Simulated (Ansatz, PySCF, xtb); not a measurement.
Dimer: HF (SMILES F) (first 2 atoms) with HBr (SMILES Br); geometry from B3LYP-D3(BJ)/def2-TZVP, rigid monomers moved along the line of their centres of mass till F1···H4 is 2.38 Å.
(charge 0, multiplicity 1):
```
atom    x (Å)    y (Å)   z (Å)
----  -------  -------  ------
F     -0.3622   0.1354  0.3694
H     -0.2203  -0.7743  0.2652
Br    -0.0143   0.9962  4.0406
H     -0.1862   0.8847  2.6254
```

Monomers are frozen at their geometry in the pair; levels with a basis set take the counterpoise correction. Rows marked so take none.

Rows in 6-31G*, STO-3G carry no dispersion term and start afresh at each structure (6-31G* with six Cartesian d functions); the Pople sets are all-electron and without relativity.

The values were computed with Ansatz (an electronic-structure program); PySCF for 6-31G* rows, STO-3G rows, the dispersion terms; xtb for the GFN methods. Values without a source in brackets are computed.

Question: One of these levels gives -99.8 meV for the interaction energy. Which?
A) GFN2-xTB
B) HF/STO-3G (no counterpoise)
C) PBE-D4/def2-TZVPPD
D) BP86/6-31G* (no counterpoise)

Answer: C, PBE-D4/def2-TZVPPD. The others give -131.8 (GFN2-xTB), -64.9 (HF/STO-3G (no counterpoise)), -156.7 (BP86/6-31G* (no counterpoise))
